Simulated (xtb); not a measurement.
GeH2I2, SMILES [I][GeH2][I]. All values are semi-empirical tight-binding results from xtb (GFN2-xTB unless named), good for trends rather than for accurate numbers. Coordinates come from a GFN2-xTB optimisation.

Optimised geometry:

```xyz
5

Ge     0.0000     0.0000     1.0479
I      2.0614     0.0000    -0.3521
I     -2.0614     0.0000    -0.3521
H      0.0000     1.2520     1.8930
H      0.0000    -1.2520     1.8930
```

For metal compounds this method's bond lengths and energies can be far off.

```yaml
point_group_as_xtb_finds_it: C2v
orbital_gap: 5.17 eV
zero_point_energy: 9.9 kcal/mol
G − E(el) at 298.15 K (modified RRHO): -10.5 kcal/mol
```

Computed atomic charges and the Wiberg bond orders between heavy atoms:
charges (e) Ge1 0.23, I2 -0.09, I3 -0.09, H4 -0.02, H5 -0.02. Bond orders Ge1–I2 1.11, Ge1–I3 1.11.
